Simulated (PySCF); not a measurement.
**Telling isomers of C$_{8}$H$_{12}$ClF apart by NMR**

Calculated, not measured (PySCF 2.14): GFN2-xTB geometry, PBE0/pcSseg-1 with gauge-including orbitals. In vacuum, one conformer, no relativistic terms, fast rotation and ring inversion assumed for equivalent nuclei.

Referencing at the same level of theory: 1H, 13C vs TMS. Splittings of carbon signals by F and P are missing where no couplings were computed. Where no couplings were computed, multiplicities follow the n + 1 count of equivalent neighbours, and m marks all less simple cases (inequivalent or close neighbours, rings, F or P nearby). Shifts are as computed. Against solution values, carbons near 30 ppm lie about +3 ppm off and those near 130 ppm about +5 ppm; carbons on Cl a further +6 ppm. Of 1211 compounds with measured shifts, 218 miss one by over three times the rms of a fit or turn the order of signals round; such compounds aren't used in these exercises. Carbons bonded to Cl come out too deshielded.

(1) Tabulate the signals of `F[C@@H]1C[C@@H]2CC[C@H]1[C@@H](Cl)C2`, `C[C@@H]1C[C@]2(Cl)C[C@H]1C[C@H]2F`, `F[C@@H]1CCC[C@@H](/C=C/Cl)C1` and their relative energies.

(2) What is the quickest way to tell F[C@@H]1C[C@@H]2CC[C@H]1[C@@H](Cl)C2 from F[C@@H]1CCC[C@@H](/C=C/Cl)C1?

(3) What is the quickest way to tell C[C@@H]1C[C@]2(Cl)C[C@H]1C[C@H]2F from F[C@@H]1CCC[C@@H](/C=C/Cl)C1?

(4) What is the quickest way to tell F[C@@H]1C[C@@H]2CC[C@H]1[C@@H](Cl)C2 from C[C@@H]1C[C@]2(Cl)C[C@H]1C[C@H]2F?

## Answers

(1) 
```json
{"SMILES": "F[C@@H]1C[C@@H]2CC[C@H]1[C@@H](Cl)C2", "carbon types": "4×CH 4×CH2", "δC": "92.1, 60.2, 41.9, 41.2, 38.1, 28.5, 27.4, 14.5", "δH": "4.89 (m, 1H), 3.82 (m, 1H), 2.15 (m, 1H), 2.08 (m, 1H), 2.01 (m, 1H), 1.92 (m, 1H), 1.76 (m, 1H), 1.71 (m, 1H), 1.70 (m, 1H), 1.62 (m, 1H), 1.60 (m, 1H), 1.55 (m, 1H)", "E rel. (kcal/mol)": "0.0"}
{"SMILES": "C[C@@H]1C[C@]2(Cl)C[C@H]1C[C@H]2F", "carbon types": "1×C 3×CH 3×CH2 1×CH3", "δC": "98.0, 76.5, 45.1, 44.8, 42.1, 40.9, 40.8, 23.9", "δH": "4.46 (m, 1H), 2.04 (m, 1H), 1.85 (m, 1H), 1.83 (m, 1H), 1.66 (m, 1H), 1.65 (m, 1H), 1.61 (m, 1H), 1.41 (m, 1H), 1.36 (m, 1H), 1.04 (d, 3H)", "E rel. (kcal/mol)": "4.2"}
{"SMILES": "F[C@@H]1CCC[C@@H](/C=C/Cl)C1", "carbon types": "4×CH 4×CH2", "δC": "148.2, 129.7, 90.2, 42.0, 40.0, 36.4, 34.3, 23.5", "δH": "6.20 (d, 1H), 5.88 (m, 1H), 5.07 (m, 1H), 2.39 (m, 1H), 2.08 (m, 1H), 2.05 (m, 1H), 1.89 (m, 1H), 1.73 (m, 1H), 1.62 (m, 1H), 1.18 (m, 1H), 1.09 (m, 1H), 1.00 (m, 1H)", "E rel. (kcal/mol)": "16.4"}
```

Energies are electronic energies at PBE0/pcSseg-1 on these geometries, without zero-point or thermal terms, each for the one conformer computed, which needn't be the lowest.

(2) Both give the same number of carbon signals, with the same numbers of each carbon type, so the positions decide. The first has an sp3 CH bonded to Cl at 60.2 ppm, the second an alkene CH at 148.2 ppm. Their most deshielded carbons lie at 92.1 and 148.2 ppm. In the proton spectra the most deshielded non-exchanging signals are 4.89 (m, 1H) and 6.20 (d, 1H).

(3) Both give the same number of carbon signals, but DEPT or the intensities differ. The first has a fully substituted sp3 carbon bonded to Cl (C) at 76.5 ppm, the second an alkene CH at 148.2 ppm. Their most deshielded carbons lie at 98.0 and 148.2 ppm. In the proton spectra the most deshielded non-exchanging signals are 4.46 (m, 1H) and 6.20 (d, 1H).

(4) Both give the same number of carbon signals, but DEPT or the intensities differ. The first has an sp3 CH2 in a ring at 14.5 ppm, the second a fully substituted sp3 carbon bonded to Cl (C) at 76.5 ppm. Their most deshielded carbons lie at 92.1 and 98.0 ppm. In the proton spectra the most deshielded non-exchanging signals are 4.89 (m, 1H) and 4.46 (m, 1H).
